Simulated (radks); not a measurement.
Charge is removed step by step from the 4d5/2 level of Sn3+, starting from [Kr] 4d(3/2: 4, 5/2: 6) 5s1. Method: Dirac Kohn-Sham, LDA (Slater exchange, Perdew-Wang correlation), spin-unpolarised, spherical densities, finite nucleus; Fermi nuclear charge, rms radius 4.6519 fm; computed with a radial shooting solver on a logarithmic mesh with Libxc functionals.

| removed (e) | E - E(0) (eV) | eigenvalue (eV) | E minus straight line (eV) |
|---|---|---|---|
| 0 | 0.000 | -54.836 | 0.000 |
| 0.125 | 6.991 | -57.017 | -0.975 |
| 0.25 | 14.255 | -59.216 | -1.675 |
| 0.375 | 21.795 | -61.435 | -2.100 |
| 0.5 | 29.614 | -63.672 | -2.246 |
| 0.625 | 37.714 | -65.928 | -2.112 |
| 0.75 | 46.097 | -68.202 | -1.694 |
| 0.875 | 54.765 | -70.494 | -0.991 |
| 1 | 63.721 | -72.804 | 0.000 |

Removing the whole electron costs 63.721 eV by Delta-SCF, against 54.836 eV from minus the eigenvalue at the starting occupation. Slater's transition state (half an electron removed) gives 63.672 eV. Integrating minus the eigenvalue over the occupation (Janak's theorem) gives 63.721 eV. The mean slope of the eigenvalue, de/dn, is 18.0 eV per electron.
